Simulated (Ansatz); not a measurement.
**Loss of H2: C2H7BO3 → C2H5BO3 + H2**

Species: C2H7BO3 (monoethyl borate) `CCOB(O)O`, singlet; C2H5BO3 `C=COB(O)O`, singlet; H2, singlet. 

Shapes, held fixed at every level: PBE0-D4/def2-TZVP. Flexible molecules stand in one conformer, not always the lowest. Programs: Ansatz 0.2.0. The zero-point and thermal change to 298 K, harmonic and unscaled (PBE0-D4/def2-TZVP), is -27.8 kJ/mol.

```json
{"level": "HF/def2-SVP", "kind": "Hartree–Fock", "ΔH(298 K) (kJ/mol)": "+110.0", "less CCSD(T)/CBS estimate": "+6.2"}
{"level": "SPW92/def2-TZVPP", "kind": "LDA", "ΔH(298 K) (kJ/mol)": "+125.3", "less CCSD(T)/CBS estimate": "+21.5"}
{"level": "B2PLYP/def2-TZVPP", "kind": "double hybrid", "ΔH(298 K) (kJ/mol)": "+97.8", "less CCSD(T)/CBS estimate": "-6.0"}
{"level": "MP2/def2-SVP", "kind": "perturbation theory", "ΔH(298 K) (kJ/mol)": "+109.5", "less CCSD(T)/CBS estimate": "+5.7"}
{"level": "MP2/def2-TZVPP", "kind": "perturbation theory", "ΔH(298 K) (kJ/mol)": "+107.3", "less CCSD(T)/CBS estimate": "+3.5"}
{"level": "CCSD/def2-SVP", "kind": "coupled cluster or CI", "ΔH(298 K) (kJ/mol)": "+109.5", "less CCSD(T)/CBS estimate": "+5.7"}
{"level": "CCSD(T)/CBS estimate", "kind": "coupled cluster or CI", "ΔH(298 K) (kJ/mol)": "+103.8", "less CCSD(T)/CBS estimate": "0.0"}
```

The highest level, CCSD(T)/CBS estimate, gives ΔH(298 K) = +103.8 kJ/mol; the levels span +97.8 to +125.3. The column of differences is taken from that level and isn't an error. No measured value is set beside it here. The CBS estimate extrapolates MP2 from def2-TZVPP and def2-QZVPP and adds CCSD(T) − MP2 in the triple-zeta set, cores frozen; for H2 it overshoots the exact energy by about 1 mEh.
